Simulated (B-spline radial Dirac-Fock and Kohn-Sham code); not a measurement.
## Elastic and transport cross sections of carbon for electrons

The computed values come from a B-spline atomic structure program: relativistic (Dirac) partial waves in the static field of the Dirac-Fock atom with Furness-McCarthy exchange, without polarisation or absorption potentials. Below a few hundred eV the neglected polarisation potential matters, most of all at small angles. σ_tr1 and σ_tr2 weight the cross section with 1 − P₁ and 1 − P₂ of cos θ; "backward" is the share scattered beyond 90°.

| energy (eV) | σ (a₀²) | σ_tr1 (a₀²) | σ_tr2 (a₀²) | σ/σ_tr1 | backward (%) |
| --- | --- | --- | --- | --- | --- |
| 197 | 6.71 | 1.81 | 2.73 | 3.71 | 9.3 |
| 200 | 6.64 | 1.77 | 2.69 | 3.75 | 9.1 |
| 203 | 6.58 | 1.73 | 2.64 | 3.79 | 8.9 |
| 300 | 5.02 | 0.974 | 1.66 | 5.16 | 5.6 |
| 500 | 3.43 | 0.439 | 0.830 | 7.82 | 3.0 |
| 599 | 2.97 | 0.327 | 0.639 | 9.08 | 2.4 |
| 637 | 2.83 | 0.296 | 0.583 | 9.55 | 2.2 |
| 758 | 2.45 | 0.222 | 0.448 | 11.0 | 1.8 |
| 919 | ? | ? | ? | ? | ? |
| 1000 | 1.93 | 0.139 | 0.291 | 13.9 | 1.3 |
| 1020 | 1.90 | 0.135 | 0.282 | 14.1 | 1.3 |
| 1500 | 1.35 | 0.0693 | 0.151 | 19.5 | 0.80 |
| 2000 | 1.04 | 0.0419 | 0.0936 | 24.8 | 0.57 |
| 2020 | 1.03 | 0.0411 | 0.0921 | 25.0 | 0.57 |
| 2190 | 0.954 | 0.0357 | 0.0804 | 26.7 | 0.52 |

Task: Fill in the row for 919 eV.

Result: σ = 2.08 a₀², σ_tr1 = 0.161 a₀², σ_tr2 = 0.333 a₀², σ/σ_tr1 = 13.0, backward 1.4 %. The ratio σ/σ_tr1 is roughly the number of elastic collisions that randomise the direction.
